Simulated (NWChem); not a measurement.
# Atomisation of trifluoroacetic acid (C2HF3O2)

```xyz
8

O      1.5705    -0.8591     0.3980
C      0.9184     0.2240    -0.0010
O      1.4066     1.2708    -0.3021
C     -0.5972    -0.0499    -0.0293
F     -1.0236    -0.4051     1.1793
F     -1.2477     1.0323    -0.4109
F     -0.8688    -1.0374    -0.8780
H      2.5173    -0.6463     0.4007
```
Charge 0, spin multiplicity 1.

The numbers come from NWChem runs, not from measurements. Structure: optimised with PBE0/def2-SVP, a minimum by its harmonic frequencies. It is one conformer; others weren't searched.

Basis set: def2-SVP. The atomisation energy is electronic alone: no zero-point, thermal, spin-orbit or counterpoise terms. No value is extrapolated to the basis-set limit. Free atoms are single determinants with multiplicities O 3, C 3, F 2, H 2. Correlated methods freeze the same cores in atoms and molecule, 7 orbitals in all.

B3LYP has NWChem's definition, with VWN1-RPA local correlation. No SCF solution was tested for a lower state. Open-shell Hartree-Fock references start from PBE0 orbitals.

Problem. One of these methods gave an atomisation energy of 550.8 kcal/mol. Which?
A. LDA (SVWN5)
B. B3LYP
C. MP2
D. HF

Solution. D, HF. The others give 1056.9 (LDA (SVWN5)), 844.0 (B3LYP), 830.9 (MP2).
